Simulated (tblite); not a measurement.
Parent: `[NH2:1][C:2](=[O:3])[Si@H:4]1[CH2:5][CH2:6][O:7]1` with H–N1–C2–O3 4° and 172°, N1–C2–Si4–C5 -73°, C2–Si4–C5–C6 115°, Si4–C5–C6–O7 -8°, C5–C6–O7–Si4 9°, C2–Si4–O7–C6 -128°, C3H7NO2Si.

Structures optimised with GFN2-xTB, isolated species. One conformer each, not checked by frequencies here.

```
coordinate of the parent    value
                   N1–C2  1.350 Å
                   C2=O3  1.215 Å
                  C2–Si4  1.915 Å
                  Si4–C5  1.912 Å
                   C5–C6  1.529 Å
                   C6–O7  1.431 Å
                  Si4–O7  1.667 Å
                N1–C2–O3   122.3°
               N1–C2–Si4   116.0°
               O3–C2–Si4   121.7°
               C2–Si4–C5   123.1°
               C2–Si4–O7   111.2°
               C5–Si4–O7    78.6°
               Si4–C5–C6    83.7°
                C5–C6–O7   100.4°
               Si4–O7–C6    96.3°
```

Q: How does the shared frame change in `[CH2:1]=[N:2][C@@H:3]1[CH2:4][Si@H:5]([C:6]([NH2:7])=[O:8])[O:9]1` with C1–N2–C3–C4 115°, C4–Si5–C6–N7 -63°, Si5–C6–N7–H -178° and -6°, C4H8N2O2Si? Atoms pair as N1 = N7, C2 = C6, O3 = O8, Si4 = Si5, C5 = C4, C6 = C3, O7 = O9 (parent first).

A: 
```csv
parent,relative,value in the relative,change
N1–C2,N7–C6,1.351 Å,+0.001
C2=O3,C6=O8,1.214 Å,-0.001
C2–Si4,C6–Si5,1.915 Å,0.000
Si4–C5,Si5–C4,1.910 Å,-0.002
C5–C6,C4–C3,1.537 Å,+0.008
C6–O7,C3–O9,1.446 Å,+0.015
Si4–O7,Si5–O9,1.659 Å,-0.008
N1–C2–O3,N7–C6–O8,122.1°,-0.2
N1–C2–Si4,N7–C6–Si5,116.7°,+0.7
O3–C2–Si4,O8–C6–Si5,121.2°,-0.5
C2–Si4–C5,C6–Si5–C4,120.9°,-2.2
C2–Si4–O7,C6–Si5–O9,113.2°,+2.0
C5–Si4–O7,C4–Si5–O9,79.3°,+0.7
Si4–C5–C6,Si5–C4–C3,83.7°,0.0
C5–C6–O7,C4–C3–O9,99.9°,-0.5
Si4–O7–C6,Si5–O9–C3,96.3°,0.0
```

Of the parent's bonds, C6–O7 changes most (+0.015 Å). Bonds of the relative outside the shared frame: C1=N2 1.253, N2–C3 1.403 Å. Point group C1 → C1.

The numbers are calculated, not measured.
